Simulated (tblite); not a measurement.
Record of a relaxation.

Species: C5H8AlClN2.
Numbering: `[CH3:1][C@@H:2]([C:3]#[N:4])[C:5]#[N+:6][AlH2-:7][CH2:8][Cl:9]` (hydrogens: H10, H11, H12 on C1; H13 on C2; H14, H15 on Al7; H16, H17 on C8)
Bond orders are those of one Lewis drawing.

Computed with GFN2-xTB (tblite), gas phase: L-BFGS steps from a force-field or distance-geometry start until the largest atomic force falls under 0.01 eV/Å. 11 of its 115 geometries are shown.

Step 0: E = -711.6565 eV, largest atomic force 2.525 eV/Å
```
atom  x, y, z in Å  |  force x, y, z in eV/Å
C1     -2.381    1.256   -0.345   -0.708   0.888  -0.757
C2     -2.086    0.157    0.652    0.785  -0.520   0.923
C3     -2.781   -1.084    0.303   -0.826  -1.476  -0.449
N4     -3.351   -2.044    0.006    1.025   1.763   0.548
C5     -0.640   -0.115    0.705   -0.781   0.111   0.023
N6      0.494   -0.322    0.720   -1.077   0.263  -0.079
Al7     2.337   -0.646    0.746    2.136  -0.443   1.272
C8      3.096   -0.308   -1.058   -0.441  -0.830  -0.009
Cl9     2.607    1.301   -1.616   -0.007   0.184  -0.196
H10    -3.485    1.468   -0.354    1.004  -0.238  -0.044
H11    -2.071    0.964   -1.370   -0.179   0.234   0.631
H12    -1.866    2.191   -0.056   -0.203  -0.514  -0.223
H13    -2.416    0.473    1.683    0.242  -0.295  -0.634
H14     3.039    0.325    1.801   -0.666   0.038  -0.204
H15     2.597   -2.159    1.164   -0.506   0.221  -0.227
H16     4.194   -0.370   -1.006   -0.304   0.113  -0.348
H17     2.707   -1.074   -1.765    0.507   0.500  -0.226
```

Step 11: E = -712.1049 eV, largest atomic force 0.493 eV/Å
```
atom  x, y, z in Å  |  force x, y, z in eV/Å
C1     -2.383    1.264   -0.351    0.023   0.006  -0.017
C2     -2.055    0.148    0.663    0.082  -0.029  -0.013
C3     -2.762   -1.077    0.305    0.133   0.049   0.021
N4     -3.342   -2.014    0.014   -0.011   0.011  -0.006
C5     -0.632   -0.112    0.709   -0.484   0.094   0.004
N6      0.495   -0.310    0.727    0.355  -0.038   0.015
Al7     2.488   -0.681    0.850   -0.003  -0.013  -0.035
C8      3.066   -0.367   -1.075    0.025  -0.030   0.022
Cl9     2.580    1.288   -1.606   -0.112  -0.025   0.130
H10    -3.458    1.452   -0.360    0.118  -0.050   0.038
H11    -2.073    0.976   -1.354    0.007   0.000   0.047
H12    -1.864    2.180   -0.074   -0.017  -0.029  -0.012
H13    -2.398    0.444    1.669    0.120  -0.022  -0.069
H14     2.923    0.416    1.894   -0.196  -0.186  -0.137
H15     2.484   -2.215    1.198   -0.075   0.249   0.059
H16     4.163   -0.347   -1.108    0.059  -0.002  -0.071
H17     2.761   -1.034   -1.890   -0.023   0.015   0.025
```

Step 23: E = -712.2717 eV, largest atomic force 0.254 eV/Å
```
atom  x, y, z in Å  |  force x, y, z in eV/Å
C1     -2.333    1.253   -0.344    0.003   0.064  -0.043
C2     -1.999    0.151    0.678   -0.015   0.021  -0.055
C3     -2.723   -1.062    0.322    0.248  -0.049   0.029
N4     -3.270   -2.008   -0.003   -0.104   0.003   0.026
C5     -0.583   -0.106    0.663   -0.041  -0.051   0.043
N6      0.549   -0.274    0.602   -0.173  -0.101  -0.047
Al7     2.470   -0.677    0.802   -0.090  -0.028  -0.065
C8      3.159   -0.458   -1.095    0.002  -0.017   0.032
Cl9     2.341    1.160   -1.155    0.036  -0.248   0.032
H10    -3.411    1.409   -0.349    0.083   0.130  -0.009
H11    -2.013    0.979   -1.347   -0.038  -0.172  -0.005
H12    -1.806    2.166   -0.088   -0.113   0.120   0.116
H13    -2.294    0.460    1.694    0.023  -0.038  -0.099
H14     2.672    0.487    1.791    0.122   0.086   0.116
H15     2.289   -2.149    1.293    0.035   0.104  -0.015
H16     4.204   -0.257   -1.345   -0.007  -0.014  -0.054
H17     2.741   -1.062   -1.910    0.029   0.189  -0.001
```

Step 34: E = -712.3073 eV, largest atomic force 0.078 eV/Å
```
atom  x, y, z in Å  |  force x, y, z in eV/Å
C1     -2.341    1.267   -0.347    0.026   0.013  -0.015
C2     -2.010    0.158    0.668   -0.029   0.005  -0.019
C3     -2.710   -1.070    0.317   -0.032  -0.047   0.010
N4     -3.279   -2.012    0.021    0.002   0.027   0.007
C5     -0.600   -0.117    0.658    0.031  -0.065  -0.003
N6      0.518   -0.352    0.575   -0.072   0.022   0.019
Al7     2.470   -0.649    0.796   -0.004   0.046   0.014
C8      3.182   -0.480   -1.097    0.028  -0.003  -0.011
Cl9     2.326    1.112   -1.088    0.031  -0.009   0.009
H10    -3.411    1.452   -0.362   -0.011  -0.021   0.020
H11    -2.019    0.966   -1.341   -0.013   0.013  -0.049
H12    -1.823    2.183   -0.078    0.016   0.031   0.020
H13    -2.314    0.451    1.682    0.010   0.013   0.012
H14     2.731    0.504    1.806    0.009  -0.005  -0.024
H15     2.302   -2.103    1.295    0.013  -0.048   0.047
H16     4.219   -0.259   -1.364   -0.019   0.025  -0.011
H17     2.753   -1.039   -1.934    0.014   0.003  -0.026
```

Step 46: E = -712.3113 eV, largest atomic force 0.044 eV/Å
```
atom  x, y, z in Å  |  force x, y, z in eV/Å
C1     -2.343    1.271   -0.350    0.001   0.010  -0.010
C2     -2.021    0.152    0.657    0.009   0.003   0.010
C3     -2.735   -1.071    0.318    0.014   0.016   0.002
N4     -3.307   -2.015    0.033   -0.029  -0.001   0.000
C5     -0.612   -0.140    0.652   -0.042   0.009  -0.007
N6      0.507   -0.372    0.589    0.040  -0.009  -0.005
Al7     2.478   -0.651    0.794   -0.010  -0.010   0.013
C8      3.194   -0.483   -1.105   -0.007  -0.024   0.011
Cl9     2.335    1.105   -1.071   -0.011   0.021   0.000
H10    -3.414    1.459   -0.355    0.011  -0.011  -0.001
H11    -2.030    0.984   -1.351   -0.008  -0.003  -0.009
H12    -1.822    2.182   -0.069    0.009   0.002   0.000
H13    -2.314    0.458    1.670    0.000  -0.023   0.017
H14     2.753    0.511    1.790   -0.004   0.003  -0.011
H15     2.325   -2.100    1.329    0.012   0.017  -0.011
H16     4.229   -0.251   -1.367    0.011   0.010   0.008
H17     2.771   -1.027   -1.954    0.005  -0.008  -0.007
```

Step 57: E = -712.3126 eV, largest atomic force 0.046 eV/Å
```
atom  x, y, z in Å  |  force x, y, z in eV/Å
C1     -2.341    1.270   -0.349    0.011  -0.007   0.006
C2     -2.018    0.146    0.653   -0.010   0.002   0.006
C3     -2.750   -1.067    0.315   -0.010  -0.016   0.001
N4     -3.351   -1.996    0.039    0.007   0.018  -0.005
C5     -0.611   -0.150    0.647    0.032  -0.017  -0.028
N6      0.509   -0.382    0.587   -0.034  -0.004  -0.004
Al7     2.479   -0.650    0.794    0.000  -0.025  -0.016
C8      3.194   -0.484   -1.105    0.015  -0.006   0.008
Cl9     2.330    1.102   -1.073   -0.011   0.014  -0.012
H10    -3.412    1.461   -0.347    0.000   0.003   0.000
H11    -2.037    0.984   -1.353   -0.003  -0.010  -0.006
H12    -1.814    2.179   -0.072    0.007  -0.001   0.013
H13    -2.306    0.442    1.671   -0.005   0.021   0.014
H14     2.748    0.522    1.775   -0.002   0.018   0.021
H15     2.349   -2.096    1.338    0.003   0.012  -0.003
H16     4.233   -0.244   -1.346   -0.004   0.001  -0.001
H17     2.789   -1.024   -1.966    0.003  -0.002   0.005
```

Step 68: E = -712.3156 eV, largest atomic force 0.069 eV/Å
```
atom  x, y, z in Å  |  force x, y, z in eV/Å
C1     -2.324    1.260   -0.338    0.023  -0.009   0.020
C2     -2.013    0.129    0.661   -0.014  -0.004  -0.001
C3     -2.805   -1.046    0.328   -0.001  -0.045  -0.031
N4     -3.455   -1.934    0.028    0.025   0.022   0.044
C5     -0.616   -0.206    0.618    0.055  -0.031  -0.027
N6      0.498   -0.455    0.523   -0.068  -0.006   0.005
Al7     2.472   -0.635    0.792    0.017  -0.012  -0.046
C8      3.210   -0.473   -1.101    0.025  -0.008   0.010
Cl9     2.295    1.085   -1.101    0.007   0.016  -0.013
H10    -3.390    1.477   -0.319    0.016   0.032   0.013
H11    -2.047    0.963   -1.347    0.012   0.010   0.006
H12    -1.764    2.150   -0.066   -0.018   0.032  -0.033
H13    -2.261    0.442    1.685   -0.027  -0.009   0.009
H14     2.686    0.557    1.765   -0.022   0.025  -0.002
H15     2.407   -2.069    1.368   -0.002  -0.028   0.012
H16     4.248   -0.203   -1.315   -0.011   0.017   0.006
H17     2.850   -1.029   -1.971   -0.016  -0.002   0.025
```

Step 80: E = -712.3256 eV, largest atomic force 0.072 eV/Å
```
atom  x, y, z in Å  |  force x, y, z in eV/Å
C1     -2.261    1.260   -0.310   -0.013  -0.012  -0.009
C2     -1.991    0.096    0.663   -0.004  -0.015   0.011
C3     -2.893   -1.003    0.350    0.038  -0.042  -0.027
N4     -3.630   -1.828    0.075    0.000  -0.015   0.022
C5     -0.625   -0.342    0.542   -0.055   0.019   0.008
N6      0.461   -0.666    0.375    0.002   0.002   0.010
Al7     2.435   -0.622    0.774    0.011   0.049  -0.006
C8      3.263   -0.425   -1.075   -0.024  -0.023  -0.018
Cl9     2.226    1.051   -1.176   -0.001  -0.018   0.003
H10    -3.307    1.551   -0.237    0.022   0.022  -0.011
H11    -2.054    0.939   -1.328   -0.005   0.070  -0.018
H12    -1.633    2.116   -0.072    0.010  -0.060   0.013
H13    -2.180    0.399    1.702    0.056   0.032   0.003
H14     2.429    0.636    1.696   -0.028  -0.004   0.005
H15     2.506   -2.015    1.441    0.004  -0.003  -0.023
H16     4.280   -0.083   -1.286   -0.003   0.007   0.048
H17     2.967   -1.049   -1.924   -0.012  -0.009  -0.011
```

Step 91: E = -712.3334 eV, largest atomic force 0.029 eV/Å
```
atom  x, y, z in Å  |  force x, y, z in eV/Å
C1     -2.219    1.263   -0.299    0.002   0.004   0.000
C2     -1.977    0.069    0.645   -0.006   0.009   0.005
C3     -2.927   -0.998    0.368    0.008   0.020  -0.020
N4     -3.702   -1.800    0.133   -0.002  -0.025   0.004
C5     -0.635   -0.420    0.487   -0.006   0.001   0.002
N6      0.439   -0.780    0.312   -0.008   0.014  -0.016
Al7     2.392   -0.593    0.762   -0.002  -0.013   0.008
C8      3.272   -0.411   -1.061   -0.006   0.008  -0.010
Cl9     2.179    1.019   -1.225   -0.011   0.000  -0.004
H10    -3.242    1.613   -0.185    0.003   0.004   0.005
H11    -2.061    0.972   -1.335    0.000  -0.013   0.001
H12    -1.534    2.071   -0.056    0.013  -0.005   0.002
H13    -2.107    0.380    1.691    0.003  -0.003   0.008
H14     2.236    0.677    1.659    0.007  -0.005  -0.004
H15     2.564   -1.964    1.451   -0.001   0.004   0.021
H16     4.281   -0.028   -1.232    0.000  -0.003   0.006
H17     3.035   -1.061   -1.908    0.006   0.003  -0.008
```

Step 103: E = -712.3345 eV, largest atomic force 0.032 eV/Å
```
atom  x, y, z in Å  |  force x, y, z in eV/Å
C1     -2.209    1.266   -0.295    0.001  -0.006  -0.001
C2     -1.978    0.068    0.645   -0.002  -0.003  -0.004
C3     -2.930   -0.999    0.367   -0.008  -0.016  -0.012
N4     -3.697   -1.811    0.139    0.019   0.025   0.003
C5     -0.639   -0.426    0.479    0.015  -0.010   0.002
N6      0.433   -0.783    0.289   -0.009  -0.002   0.009
Al7     2.382   -0.597    0.760   -0.002   0.003  -0.004
C8      3.264   -0.410   -1.062   -0.005   0.003  -0.001
Cl9     2.164    1.012   -1.238    0.001   0.005   0.004
H10    -3.225    1.634   -0.173    0.003   0.010   0.006
H11    -2.064    0.972   -1.332   -0.005  -0.007  -0.003
H12    -1.506    2.061   -0.058   -0.005  -0.002   0.002
H13    -2.105    0.374    1.693    0.001   0.001   0.003
H14     2.219    0.678    1.649    0.004   0.007  -0.004
H15     2.563   -1.953    1.475   -0.008   0.000  -0.002
H16     4.274   -0.018   -1.214   -0.007  -0.001   0.002
H17     3.046   -1.056   -1.917    0.006  -0.006   0.000
```

Step 114: E = -712.3350 eV, largest atomic force 0.009 eV/Å
```
atom  x, y, z in Å  |  force x, y, z in eV/Å
C1     -2.197    1.264   -0.289   -0.001  -0.001  -0.003
C2     -1.973    0.061    0.646   -0.008  -0.003  -0.001
C3     -2.934   -0.995    0.365   -0.004  -0.005   0.001
N4     -3.708   -1.798    0.132    0.004   0.006   0.000
C5     -0.639   -0.444    0.473   -0.007  -0.001   0.003
N6      0.428   -0.813    0.278    0.009   0.002   0.001
Al7     2.370   -0.591    0.757    0.002   0.007  -0.004
C8      3.261   -0.406   -1.061    0.004   0.000   0.001
Cl9     2.150    1.005   -1.250   -0.007   0.001  -0.002
H10    -3.204    1.651   -0.149    0.004   0.007   0.003
H11    -2.076    0.965   -1.328    0.000   0.005  -0.004
H12    -1.476    2.046   -0.065   -0.002  -0.004  -0.002
H13    -2.092    0.366    1.696    0.001  -0.007   0.004
H14     2.198    0.694    1.630    0.002   0.002   0.002
H15     2.554   -1.937    1.490    0.000  -0.004   0.000
H16     4.268   -0.002   -1.199    0.001  -0.007  -0.004
H17     3.063   -1.055   -1.918    0.002   0.002   0.007
```

Q: Summarise the path.

A: The energy falls by 15.65 kcal/mol from step 0 to step 114; nine tenths of that is first reached at step 23. It falls at every step. The largest force goes from 2.525 to 0.009 eV/Å. Among the bonds N6–Al7 changes most, from 1.871 to 2.013 Å; the atoms move by 0.432 Å rms after alignment.

What follows is the cost of the whole relaxation. On one thread, Arm Neoverse V1 (aarch64), shared host with 32 logical CPUs at a one-minute load of 26, this took 1.1 s wall.
